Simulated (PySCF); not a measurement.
WO2Cl, SMILES [O]=[W](=[O])[Cl] (connectivity only; charge and spin as stated), neutral, multiplicity 2. Atoms are numbered in the order given.

```xyz
4

W      0.2276     0.0765     0.0000
O      1.1458    -0.2527    -1.4066
O      1.1458    -0.2527     1.4066
Cl    -2.0693    -0.0951     0.0000
```
Charge 0, spin multiplicity 2.

The structure is a stationary point at B3LYP-D3(BJ)/def2-SVP. The spin state was assumed, not searched. The isomer is the one that the SMILES or the coordinates give; other isomers of the formula were not compared. The def2 effective core potentials stand for the cores of W; spin–orbit coupling is left out.

These are B3LYP-D3(BJ)/def2-SVP run with PySCF 2.14.0 values and carry that method's errors.

Frequencies are harmonic and unscaled.

### Question
Give all harmonic wavenumbers and intensities. (An estimate is asked for; the answer gives what the named calculation found.)

### Answer

| mode | ν (cm⁻¹) | IR (km/mol) | moving atoms (share of kinetic energy) |
|---|---|---|---|
| 1 | 81 | 22.0 | O 67 %, W 22 %, Cl 11 % |
| 2 | 152 | 4.4 | O 61 %, Cl 27 %, W 12 % |
| 3 | 310 | 2.7 | O 76 %, Cl 23 % |
| 4 | 418 | 40.9 | Cl 62 %, W 21 %, O 17 % |
| 5 | 986 | 167.9 | O 89 %, W 11 % |
| 6 | 1030 | 76.7 | O 94 % |
